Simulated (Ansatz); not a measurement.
`N[SiH2][SiH](F)[SiH3]` + `O[SiH3]` → `N[SiH2]O[SiH3]` + `F[SiH2][SiH3]`  (cleavage of the Si–Si bond)

Program: Ansatz. Geometries: PBE0-D4/def2-TZVP. ΔE: electronic, gas phase. CCSD(T)/CBS is the MP2 limit (def2-TZVPP, def2-QZVPP) plus CCSD(T) − MP2 in def2-TZVPP, frozen cores. DFT in def2-TZVPP. B3LYP here is the variant with VWN-RPA as its local correlation; programs differ in this. Each species was taken in one conformer, which may not be the lowest.

`N[SiH2][SiH](F)[SiH3]`:

```xyz
13

N     1.144   -2.476    0.962
Si    1.122   -0.950    0.158
Si   -0.921    0.224    0.204
F    -2.084   -0.704   -0.432
Si   -0.843    2.265   -0.953
H     0.661   -3.252    0.536
H     1.033   -2.504    1.964
H     1.496   -1.185   -1.263
H     2.132   -0.062    0.799
H    -1.320    0.498    1.617
H    -2.151    2.973   -0.912
H    -0.456    2.051   -2.373
H     0.187    3.123   -0.306
```

`O[SiH3]`:

```xyz
6

O     0.677   -0.634   -0.885
Si   -0.057    0.280    0.274
H     0.176   -1.352   -1.273
H    -1.278    0.953   -0.249
H     0.940    1.294    0.683
H    -0.456   -0.541    1.450
```

`N[SiH2]O[SiH3]`:

Cartesian coordinates in Å:
```
N 0.461 -2.290 -0.316
Si 0.417 -0.838 0.569
O -0.191 0.439 -0.260
Si -0.608 2.015 -0.283
H -0.376 -2.821 -0.491
H 1.153 -2.445 -1.031
H -0.451 -1.062 1.752
H 1.812 -0.505 0.951
H 0.579 2.872 -0.020
H -1.157 2.338 -1.623
H -1.639 2.296 0.751
```

`F[SiH2][SiH3]`:

Z-matrix (Å, degrees):
```
Si
Si 1 2.343
F 1 1.607 2 109.8
H 1 1.486 2 111.3 3 -119.2
H 1 1.486 2 111.3 3 119.2
H 2 1.489 1 108.2 3 179.8
H 2 1.487 1 110.7 3 60.5
H 2 1.487 1 110.7 3 -60.8
```

CCSD(T)/CBS gives -136.7 kJ/mol.

Question: Another level gave -149.1 kJ/mol. Which?
A. B3LYP/def2-TZVPP
B. PBE0/def2-TZVPP
C. SCS-MP2/def2-TZVPP
D. HF/def2-TZVPP

Answer: C. SCS-MP2/def2-TZVPP -149.1, PBE0 -119.3, HF/def2-TZVPP -166.3, B3LYP -136.9 kJ/mol.

Largest T1 diagnostic among the species: 0.013.

From PBE to PBE0 (25 % exact exchange), in def2-TZVPP and without D4, ΔE moves by −10.9 kJ/mol. In def2-TZVPP, CCSD(T) changes the Hartree–Fock value by +28.1 kJ/mol (the triples alone add +4.3 kJ/mol) and MP2 by +21.4 kJ/mol.
